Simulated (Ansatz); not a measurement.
Ge₂S₅⁻. Charge -1, multiplicity 2. Geometry B3LYP-D4/def2-SVPD; atoms count from 1.

Cartesian coordinates in Å:
```
Ge 1.348 -0.777 0.790
Ge -1.284 0.973 0.672
S -0.984 -1.472 0.126
S 1.779 0.686 -0.992
S 0.303 0.613 2.318
S 0.009 1.863 -1.071
S -1.171 -1.886 -1.843
```

Another isomer (doublet) lies 1.30 eV lower at PBE0-D4/def2-SVP; other spin states weren't run for this one.

(1) Estimate the Mulliken populations from the PBE0/def2-SVP orbitals of Ansatz.

(2) Where does the spin sit?

(3) And the Mayer bond orders between heavy atoms (over 0.3)?

Results:

(1) 
| atom | charge (e) | spin (α − β) |
| --- | --- | --- |
| Ge1 | 0.28 | 0.16 |
| Ge2 | 0.28 | 0.16 |
| S3 | -0.20 | 0.14 |
| S4 | -0.29 | 0.05 |
| S5 | -0.48 | 0.01 |
| S6 | -0.29 | 0.05 |
| S7 | -0.30 | 0.44 |
Mulliken values depend strongly on the basis.

(2) Summed by element: Ge 0.32, S 0.68, of 1 unpaired in all. Largest on single atoms: S7 0.44, Ge1 0.16, Ge2 0.16.

(3) Ge1–S3 0.55 (2.52 Å); Ge1–S4 0.91 (2.35 Å); Ge1–S5 0.96 (2.31 Å); Ge2–S3 0.55 (2.52 Å); Ge2–S5 0.96 (2.31 Å); Ge2–S6 0.91 (2.35 Å); S3–S7 1.25 (2.02 Å); S4–S6 0.99 (2.13 Å).
